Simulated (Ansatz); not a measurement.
# Worked example: vertical energy of the triplet above the singlet of HOI (hypoiodous acid)

HOI has 3 atoms, charge 0, and is taken as a singlet. SMILES: `OI`. The shape is that of a GFN2-xTB optimisation.

```xyz
3

O    -0.3694   -0.4557   -0.2484
I     1.2506    0.1246    0.6984
H    -0.8812    0.3310   -0.4499
```

Both states at this one shape; open shells run unrestricted unless said. 1 Eh = 27.2114 eV.

| level | program | singlet HOI (Eh) | triplet HOI (Eh) |
| --- | --- | --- | --- |
| r2SCAN0/STO-3G | Ansatz | -6927.826060 | -6927.714086 |
| wB97X/STO-3G | Ansatz | -6927.724458 | -6927.607692 |

**Question.** Work out the vertical gap, second state less first, at each level.

**Answer.** 
1. r2SCAN0/STO-3G: -6927.714086 − (-6927.826060) = 0.111974 Eh = 3.05 eV.
2. wB97X/STO-3G: -6927.607692 − (-6927.724458) = 0.116766 Eh = 3.18 eV.

No measured value is set beside it here; the levels span 3.05 to 3.18 eV. Spin-orbit coupling, which splits open shells on such heavy atoms by tenths of an eV, is left out. Minimal sets are far from the basis-set limit. All-electron rows are non-relativistic unless named.
